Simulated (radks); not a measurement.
Values are calculated unless marked as measured or tabulated.
Q: Ru+, configuration [Kr] 4d7. Code: a radial shooting solver on a logarithmic mesh with Libxc functionals. Model: scalar-relativistic Kohn-Sham, r2SCAN, spin-polarised, spherical densities, finite nucleus; open shells are filled with parallel spins first (spin-orbit coupling, left out, can overturn this in heavy ions); meta-GGA in the generalised Kohn-Sham scheme; Fermi nuclear charge, rms radius 4.4809 fm. Some entries of the table are withheld. Estimate them.

| orbital | occ. | eigenvalue (eV) | <1/r> (bohr^-1) | r(max) (bohr) |
|---|---|---|---|---|
| 1s down | 1 | -21990.27 | 45.87 | 0.02172 |
| 1s up | 1 | -21990.25 | 45.87 | 0.02172 |
| 2s up | 1 | -3180.918 | 10.38 | 0.1228 |
| 2s down | 1 | -3180.331 | 10.38 | 0.1228 |
| 2p up | 3 | -2846.866 | 10.05 | 0.09827 |
| 2p down | 3 | -2846.440 | 10.06 | 0.09826 |
| 3s up | 1 | -571.5364 | 3.607 | 0.3610 |
| 3s down | 1 | -571.3844 | 3.605 | 0.3611 |
| 3p up | 3 | -460.8086 | 3.428 | 0.3545 |
| 3p down | 3 | -460.5962 | 3.427 | 0.3546 |
| 3d up | 5 | -283.2050 | 3.193 | 0.3018 |
| 3d down | 5 | -282.7587 | 3.192 | 0.3020 |
| 4s up | 1 | -86.8159 | 1.330 | 0.9189 |
| 4s down | 1 | -84.3899 | 1.338 | 0.9146 |
| 4p up | 3 | -56.2401 | 1.185 | (1) |
| 4p down | 3 | -53.6037 | 1.193 | (2) |
| 4d up | 5 | -13.5882 | 0.8359 | (3) |
| 4d down | 2 | -10.9679 | 0.8181 | (4) |
| 5s up | 0 | -10.4874 | 0.4289 | 2.564 |
| 5s down | 0 | -9.2964 | 0.3998 | 2.698 |
| 5p up | 0 | -5.7741 | 0.3231 | (5) |
| 5p down | 0 | -5.2338 | 0.2988 | (6) |

A: 
(1) 4p up r(max) (bohr): 0.9871
(2) 4p down r(max) (bohr): 0.9824
(3) 4d up r(max) (bohr): 1.212
(4) 4d down r(max) (bohr): 1.211
(5) 5p up r(max) (bohr): 3.280
(6) 5p down r(max) (bohr): 3.473
